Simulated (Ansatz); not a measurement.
Geometry optimisation of CH$_{6}$BNO$_{2}$ (`OBNCO`).

```yaml
crystal:
  periodic: [false, false, false]
  atoms:
    - {symbol: O, position_ang: [-0.298130, 1.768600, -0.797100]}
    - {symbol: B, position_ang: [0.825570, 1.114480, -0.463700]}
    - {symbol: N, position_ang: [0.811960, -0.224690, -0.003240]}
    - {symbol: C, position_ang: [-0.366980, -1.050640, 0.079750]}
    - {symbol: O, position_ang: [-1.403290, -0.438050, 0.809270]}
    - {symbol: H, position_ang: [-1.103980, 1.267140, -0.652470]}
    - {symbol: H, position_ang: [1.846740, 1.679510, -0.550860]}
    - {symbol: H, position_ang: [1.662000, -0.674180, 0.286820]}
    - {symbol: H, position_ang: [-0.102270, -2.021030, 0.525480]}
    - {symbol: H, position_ang: [-0.801180, -1.229740, -0.914570]}
    - {symbol: H, position_ang: [-1.070450, -0.191400, 1.680630]}
basis:
  gaussian: {orbitals: def2-TZVP}
hamiltonian: {xc: pbe0, dispersion: d4}
relax: {f_tol: 0.005, max_steps: 150}
```

```sh
$ ansatz run in.yaml --threads 2 --pin off --events-out ev --progress --plain --max-ram 32768MiB --backend cuda --devices 0, --max-vram 18GiB
```

Shortened log:

```
Functional definition: PBE0
  name "PBE0"
  cite "Adamo & Barone, J. Chem. Phys. 110, 6158 (1999) doi:10.1063/1.478522"
  cite "Perdew, Burke & Ernzerhof, Phys. Rev. Lett. 77, 3865 (1996) doi:10.1103/PhysRevLett.77.3865"
  parent pbe
  parameter a = 0.25
  parameter kappa = 0.804
  parameter beta = 0.06672455060314922
  exchange = (1 - a)*pbe_x(kappa = kappa, mu = beta*pi^2/3) + a*exact_x
  correlation = pbe_c(beta = beta)
mean field -7392.05719948 eV, -271.6530915645 hartree, gradient 1.6e-5 eV, S^2 0.000000; 0 other end points of the search recorded, 0 dependent functions left out
the calculation of the forces begins
relax step   1: F+E_penalty+E_count = -7392.20666760 eV  Δ(F+E_penalty+E_count) = +0.000e0 eV  max|allowed force component| = 6.888e-1 eV/Å  Δτ_max = 0.0000 Å  (28 SCF iters, accepted)
these checks for a lower state are left out or cut short: starts, cluster_reference, orbital_swaps, neighbouring_geometries, increment
mean field -7392.08283115 eV, -271.6540335109 hartree, gradient 9.7e-6 eV, S^2 0.000000; 0 other end points of the search recorded, 0 dependent functions left out
the calculation of the forces begins
relax step   2: F+E_penalty+E_count = -7392.23211404 eV  Δ(F+E_penalty+E_count) = -2.545e-2 eV  max|allowed force component| = 4.952e-1 eV/Å  Δτ_max = 0.0912 Å  (31 SCF iters, accepted)
these checks for a lower state are left out or cut short: starts, cluster_reference, orbital_swaps, neighbouring_geometries, increment
mean field -7392.08722243 eV, -271.6541948878 hartree, gradient 9.8e-6 eV, S^2 0.000000; 0 other end points of the search recorded, 0 dependent functions left out
the calculation of the forces begins
relax step   3: F+E_penalty+E_count = -7392.23667263 eV  Δ(F+E_penalty+E_count) = -4.559e-3 eV  max|allowed force component| = 9.101e-2 eV/Å  Δτ_max = 0.0153 Å  (34 SCF iters, accepted)
these checks for a lower state are left out or cut short: starts, cluster_reference, orbital_swaps, neighbouring_geometries, increment
mean field -7392.08786824 eV, -271.6542186207 hartree, gradient 9.9e-6 eV, S^2 0.000000; 0 other end points of the search recorded, 0 dependent functions left out
the calculation of the forces begins
relax step   4: F+E_penalty+E_count = -7392.23737543 eV  Δ(F+E_penalty+E_count) = -7.028e-4 eV  max|allowed force component| = 6.415e-2 eV/Å  Δτ_max = 0.0158 Å  (32 SCF iters, accepted)
these checks for a lower state are left out or cut short: starts, cluster_reference, orbital_swaps, neighbouring_geometries, increment
mean field -7392.08815762 eV, -271.6542292554 hartree, gradient 1.0e-5 eV, S^2 0.000000; 0 other end points of the search recorded, 0 dependent functions left out
the calculation of the forces begins
relax step   5: F+E_penalty+E_count = -7392.23777773 eV  Δ(F+E_penalty+E_count) = -4.023e-4 eV  max|allowed force component| = 7.081e-2 eV/Å  Δτ_max = 0.0190 Å  (33 SCF iters, accepted)
these checks for a lower state are left out or cut short: starts, cluster_reference, orbital_swaps, neighbouring_geometries, increment
mean field -7392.08835694 eV, -271.6542365801 hartree, gradient 1.0e-5 eV, S^2 0.000000; 0 other end points of the search recorded, 0 dependent functions left out
the calculation of the forces begins
relax step   6: F+E_penalty+E_count = -7392.23792404 eV  Δ(F+E_penalty+E_count) = -1.463e-4 eV  max|allowed force component| = 2.315e-2 eV/Å  Δτ_max = 0.0054 Å  (33 SCF iters, accepted)
these checks for a lower state are left out or cut short: starts, cluster_reference, orbital_swaps, neighbouring_geometries, increment
mean field -7392.08837731 eV, -271.6542373285 hartree, gradient 1.0e-5 eV, S^2 0.000000; 0 other end points of the search recorded, 0 dependent functions left out
the calculation of the forces begins
relax step   7: F+E_penalty+E_count = -7392.23794918 eV  Δ(F+E_penalty+E_count) = -2.514e-5 eV  max|allowed force component| = 3.670e-3 eV/Å  Δτ_max = 0.0018 Å  (33 SCF iters, accepted)
mean field -7392.08837731 eV, -271.6542373285 hartree, gradient 1.0e-5 eV, S^2 0.000000; 1 other end points of the search recorded, 0 dependent functions left out
the calculation of the forces begins
Total energy: -7392.23797953 eV, -271.6597351088 hartree
Atom 0 at    -0.314705     1.764965    -0.809108 Å, force    -0.001422     0.000725    -0.000948 eV/Å
Atom 1 at     0.827806     1.104180    -0.475558 Å, force     0.002010     0.000464     0.000588 eV/Å
Atom 2 at     0.809275    -0.223309     0.019180 Å, force     0.001643    -0.001419     0.000487 eV/Å
Atom 3 at    -0.361537    -1.050799     0.078705 Å, force    -0.003152    -0.000527     0.002900 eV/Å
Atom 4 at    -1.425660    -0.431261     0.771778 Å, force     0.003670    -0.000261    -0.002129 eV/Å
Atom 5 at    -1.105405     1.281455    -0.540425 Å, force    -0.000324    -0.000009     0.000182 eV/Å
Atom 6 at     1.875681     1.669669    -0.600266 Å, force    -0.000223    -0.000260     0.000668 eV/Å
Atom 7 at     1.669831    -0.664002     0.292745 Å, force    -0.002051     0.001589    -0.001812 eV/Å
Atom 8 at    -0.098196    -2.012634     0.532739 Å, force    -0.000027    -0.000933     0.000032 eV/Å
Atom 9 at    -0.770242    -1.246509    -0.917858 Å, force     0.000386     0.000529     0.000460 eV/Å
Atom 10 at    -1.106857    -0.191756     1.648077 Å, force    -0.000511     0.000101    -0.000428 eV/Å
Dipole moment:     0.154205    -0.554182     0.355384 e Å
```

Run time 31 s (2 threads of an AMD EPYC 7R13 on a shared host and a share of an NVIDIA H100 80 GB); peak host memory 0.85 GiB.
